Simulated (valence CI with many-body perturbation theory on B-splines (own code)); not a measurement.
# O²⁺: calculated level list

Method: valence CI with perturbative core correlation (CI+MBPT): four valence electrons over a frozen Dirac-Fock core [He], radial functions for each j: 11 s, 11 p, 10 d, 8 f, 5 g, 2 h, with the one-electron correlation potential Σ1 (screened to all orders), the two-electron term Σ2, the three-electron term Σ3, Breit, model QED; selected single and double excitations, second order for the rest, scaled by the run's own slope (own B-spline code, finite nucleus).

Against 32 measured levels this calculation errs by 133 cm⁻¹ on average and by 418 at most. These come from a selection out of Moore, Selected Tables of Atomic Spectra, NSRDS-NBS 3, section 11. Levels without a partner in it may be off by more. Among the levels kept, up to 2100 cm⁻¹ of a level comes from second order outside the variational space, and about a tenth of that is noise between levels of different J, which matters for small intervals.

Levels 226 to 246 of 246, with energies above the lowest level, (2s^2 2p1/2^2) J=0. "Leading %" is the weight of the configuration and term that name the level; weights of strongly mixed levels are sums over their largest components and can fall short. In the jj column 3d3/2^4 stands for four electrons in 3d with j = 3/2. Lifetimes count E1, E2, E3, M1 and M2 decay at the calculated energies, and are blank where another channel may lead or the interval is too uncertain; long ones can be off by a factor of two.

| No. | Configuration | Term | J | E (eV) | Leading % | Second component | Leading jj | Lifetime |
| --- | --- | --- | --- | --- | --- | --- | --- | --- |
| 226 | 2s²2p6f | ¹G | 4 | 51.557 | 67 | 26 % 2s²2p6f ³G | 2s^2 2p3/2 6f5/2 (79 %) | 2.87 ns |
| 227 | 2s²2p6g | ³G° | 5 | 51.558 | 60 | 19 % 2s²2p6g ³H° | 2s^2 2p3/2 6g9/2 (90 %) | 4.93 ns |
| 228 | 2s²2p6g | ³H° | 4 | 51.559 | 34 | 33 % 2s²2p6g ¹G° | 2s^2 2p3/2 6g7/2 (88 %) | 4.91 ns |
| 229 | 2s²2p6h | ³H | 6 | 51.560 | 63 | 17 % 2s²2p6h ³I | 2s^2 2p3/2 6h11/2 (91 %) | 7.48 ns |
| 230 | 2s²2p6h | ¹H | 5 | 51.561 | 34 | 31 % 2s²2p6h ³I | 2s^2 2p3/2 6h9/2 (90 %) | 7.49 ns |
| 231 | 2s²2p6g | ³F° | 4 | 51.562 | 51 | 24 % 2s²2p6g ³G° | 2s^2 2p3/2 6g9/2 (87 %) | 4.94 ns |
| 232 | 2s²2p6h | ³G | 5 | 51.562 | 44 | 27 % 2s²2p6h ³H | 2s^2 2p3/2 6h11/2 (90 %) | 7.51 ns |
| 233 | 2s²2p6f | ³D | 1 | 51.563 | 94 |  | 2s^2 2p3/2 6f5/2 (94 %) | 2.63 ns |
| 234 | 2s²2p6f | ¹D | 2 | 51.563 | 48 | 45 % 2s²2p6f ³D | 2s^2 2p3/2 6f7/2 (90 %) | 2.73 ns |
| 235 | 2s²2p6h | ³I | 7 | 51.564 | 94 |  | 2s^2 2p3/2 6h11/2 (94 %) | 7.51 ns |
| 236 | 2s²2p6h | ¹I | 6 | 51.564 | 50 | 43 % 2s²2p6h ³I | 2s^2 2p3/2 6h9/2 (92 %) | 7.53 ns |
| 237 | 2s²2p6h | ³H | 4 | 51.564 | 50 | 24 % 2s²2p6h ¹G | 2s^2 2p3/2 6h9/2 (91 %) | 7.51 ns |
| 238 | 2s²2p6g | ³H° | 6 | 51.564 | 94 |  | 2s^2 2p3/2 6g9/2 (94 %) | 4.98 ns |
| 239 | 2s²2p6g | ³G° | 3 | 51.564 | 42 | 29 % 2s²2p6g ¹F° | 2s^2 2p3/2 6g7/2 (88 %) | 4.94 ns |
| 240 | 2s²2p6g | ¹H° | 5 | 51.565 | 51 | 42 % 2s²2p6g ³H° | 2s^2 2p3/2 6g7/2 (91 %) | 4.99 ns |
| 241 | 2s²2p6h | ³G | 3 | 51.567 | 94 |  | 2s^2 2p3/2 6h9/2 (94 %) | 7.55 ns |
| 242 | 2s²2p6h | ³G | 4 | 51.568 | 51 | 42 % 2s²2p6h ¹G | 2s^2 2p3/2 6h11/2 (91 %) | 7.55 ns |
| 243 | 2s²2p6g | ³F° | 3 | 51.570 | 53 | 41 % 2s²2p6g ¹F° | 2s^2 2p3/2 6g9/2 (89 %) | 4.98 ns |
| 244 | 2s²2p6g | ³F° | 2 | 51.570 | 94 |  | 2s^2 2p3/2 6g7/2 (94 %) | 4.99 ns |
| 245 | 2s²2p7s | ³P° | 0 | 51.914 | 92 |  | 2s^2 2p1/2 7s (92 %) | 2.46 ns |
| 246 | 2s²2p7s | ³P° | 1 | 51.924 | 81 | 12 % 2s²2p7s ¹P° | 2s^2 2p1/2 7s (87 %) | 2.28 ns |

Where two levels of one J and parity lie close, their mixing, g and order are uncertain.
